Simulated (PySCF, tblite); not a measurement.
Compound: C3H13FSSi3.
Geometry (GFN2-xTB, Å), atoms numbered from 1 in this order:
```
atom  x, y, z in Å
C1     2.6935    1.9444    0.0869
S2     1.7432    1.2955    1.4883
C3     0.5670    0.1331    0.6388
F4     0.1433    0.7624   -0.5320
Si5    1.5347   -1.4671    0.1901
C6    -0.6250   -0.0468    1.5513
Si7   -2.0908   -0.9965    0.7676
Si8   -2.8286   -0.0076   -1.1877
H9     3.2971    2.7538    0.4845
H10    3.3316    1.1718   -0.3316
H11    2.0063    2.3246   -0.6627
H12    0.7417   -2.1945   -0.7974
H13    2.8199   -1.0926   -0.3975
H14    1.7280   -2.1828    1.4459
H15   -0.2786   -0.5449    2.4570
H16   -0.9795    0.9423    1.8567
H17   -1.6450   -2.3923    0.6110
H18   -3.0984   -1.0258    1.8395
H19   -2.0919   -0.4786   -2.3633
H20   -4.2410   -0.3347   -1.4201
H21   -2.7362    1.4532   -1.1684
```

Jobs on this species (21 atoms, 98 electrons) with PySCF (density fitting) and tblite. Hardware of each: one thread, Intel Xeon (x86_64), on a shared host. Other jobs ran on the host; a repeat could differ by tens of per cent or more.

```tsv
level and settings	work	basis functions	SCF cycles	wall time
GFN2-xTB	Hessian by finite differences	–	–	?
PBE0/pcSseg-1	shieldings, charges and field gradients	229	12	64 s
GFN2-xTB	L-BFGS relaxation	–	–	2.4 s
```

Fill in the missing figures.

- GFN2-xTB; Hessian by finite differences: 2.4 s

What do all jobs in the table cost together?

About 69 s; the longest takes about 93 % of that, and about 27 times as long as the shortest.
